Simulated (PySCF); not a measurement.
## Radial density of Tc³⁺ (technetium, charge +3)

UHF, [Kr] 4d4, high-spin 5D determinant. All numbers are calculated (PySCF 2.14, the spin-free X2C one-electron Hamiltonian (Gaussian nucleus), in x2c-SVPall (6s5p5d1f, 53 functions)).

```
r (bohr)  4πr²ρ (e/bohr)  4πr²(ρα − ρβ)
  0.0303           52.65        -0.0010
  0.0510           46.16         0.0028
  0.0858           63.49         0.0552
   0.144           57.80         0.3203
   0.243           44.58         0.6968
   0.408           45.53         0.1938
   0.687           13.43         0.6493
    1.15           11.64         3.0376
    1.94           2.730         1.6084
    3.27          0.1208         0.1162
    5.50       0.0001280         0.0000
```

Densities and radii are taken from the X2C orbitals without a picture-change correction, which distorts them close to the nucleus.
